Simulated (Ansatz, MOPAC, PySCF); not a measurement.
Pair of molecules: SiH4 (SMILES [SiH4]) (first 5 atoms) with CH2O (SMILES C=O); geometry from B3LYP-D3(BJ)/def2-TZVP, rigid monomers moved along the line of their centres of mass till Si1···O7 is 3.61 Å.
(charge 0, multiplicity 1):
| atom | x (Å) | y (Å) | z (Å) |
|---|---|---|---|
| Si | 0.0259 | 0.2418 | 0.1765 |
| H | 1.2988 | -0.0185 | 0.8878 |
| H | 0.3553 | 0.7076 | -1.1936 |
| H | -0.7286 | 1.3084 | 0.8687 |
| H | -0.7765 | -0.9945 | 0.0827 |
| C | 0.4421 | -0.4701 | 4.3013 |
| O | -0.4854 | -0.7803 | 3.6061 |
| H | 0.4365 | -0.6458 | 5.3934 |
| H | 1.3495 | 0.0070 | 3.8854 |

Counterpoise-corrected where a basis set is named; no monomer relaxation. Rows marked so take none.

Cores are frozen in the correlated methods. Rows in 6-31G* carry no dispersion term and start afresh at each structure (6-31G* with six Cartesian d functions). The state that PM6 reach isn't checked.

Codes used: Ansatz (Gaussian orbitals); MOPAC for PM6 (differences of heats of formation); PySCF for 6-31G* rows, the dispersion terms. Each number belongs to the level named beside it.

| level | interaction energy (kcal/mol) |
|---|---|
| PM6 | -1.08 |
| HF/6-31G* | -0.53 |
| HF/6-31G* (no counterpoise) | -1.39 |
| PBE/def2-TZVPPD | -0.95 |
| PBE-D4/def2-TZVPPD | -1.63 |
| B3LYP/def2-TZVPPD | -0.46 |
| B3LYP-D4/def2-TZVPPD | -1.47 |
| wB97M-V/def2-TZVPPD | -1.51 |
| SCS-MP2/aug-cc-pV(D+d)Z | ___ |

Task: Some entries are withheld; supply them.

Result: 
- SCS-MP2/aug-cc-pV(D+d)Z, interaction energy (kcal/mol): -1.18

Ansatz is a program for electronic structure.
